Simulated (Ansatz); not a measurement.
This geometry of BFH3NO + H2S (10 atoms, charge 0, multiplicity 1) is a first-order saddle point.

The calculation used RKS PBE/6-31G* (Ansatz).

```xyz
10
Properties=species:S:1:pos:R:3
B -0.014 -0.054 0.179
N -0.050 0.046 1.734
H -0.819 -0.440 2.211
H 0.844 -0.211 2.172
F 1.213 -0.260 -0.322
O -1.103 -0.489 -0.533
H -1.952 -0.194 -0.158
S -0.201 2.528 0.425
H -1.561 2.599 0.397
H -0.166 1.302 1.634
```

Question: Which two structures does it join? (They come from a converged band through this point; their orientation in space is the band's.)

Answer: Bonds broken: S8–H10. Bonds formed: B1–S8, N2–H10. BFH3NO + H2S becomes BFH5NOS.

Image 0:

```xyz
10
Properties=species:S:1:pos:R:3
B 0.143 -0.537 0.220
N 0.256 -0.292 1.630
H -0.565 -0.274 2.233
H 1.086 -0.621 2.121
F 1.225 -1.006 -0.434
O -0.972 -0.266 -0.533
H -1.643 0.236 -0.024
S -1.661 2.607 1.137
H -1.181 3.013 -0.067
H -0.495 1.968 1.457
```

Image 8:

```xyz
10
Properties=species:S:1:pos:R:3
B -0.203 0.430 0.214
N 0.140 0.170 1.832
H -0.694 0.339 2.408
H 0.442 -0.806 1.974
F 1.006 0.165 -0.423
O -1.279 -0.480 0.019
H -1.611 -0.379 -0.893
S -0.599 2.329 0.030
H -1.896 2.256 0.432
H 0.885 0.803 2.147
```

Question: How far does it lie above each of them?

Answer: 1.00 eV above the first and 1.08 eV above the second. This is the barrier of this one path; another mechanism may lie lower. The orbitals stay closed-shell, which can raise the energy where a bond breaks towards radicals; this wasn't checked here.

Run time: 6.5 min on 2 threads of Arm Neoverse V2, with other jobs on the host, peak memory 0.13 GiB.
